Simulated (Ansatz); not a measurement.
Species: CH6B2O, SMILES `BCOB` (charge 0, multiplicity 1).

Problem. Give a relaxed geometry from B3LYP-D3(BJ)/def2-TZVP run with Ansatz (an electronic-structure program).

Solution. Several could match; the one computed here: the end point of this relaxation, one of several conformers (outside a Z-matrix the atoms follow the SMILES, hydrogens last).
Bond lengths (Å): B1–C2 1.550, B1–H5 1.192, B1–H6 1.189, C2–O3 1.434, C2–H7 1.099, C2–H8 1.101, O3–B4 1.340, B4–H9 1.192, B4–H10 1.200. Angles (°): C2–B1–H5 117.5, C2–B1–H6 122.1, H5–B1–H6 120.4, B1–C2–O3 115.5, B1–C2–H7 108.4, B1–C2–H8 109.4, O3–C2–H7 107.7, O3–C2–H8 110.3, H7–C2–H8 104.8, C2–O3–B4 122.9, O3–B4–H9 117.2, O3–B4–H10 120.2, H9–B4–H10 122.6.
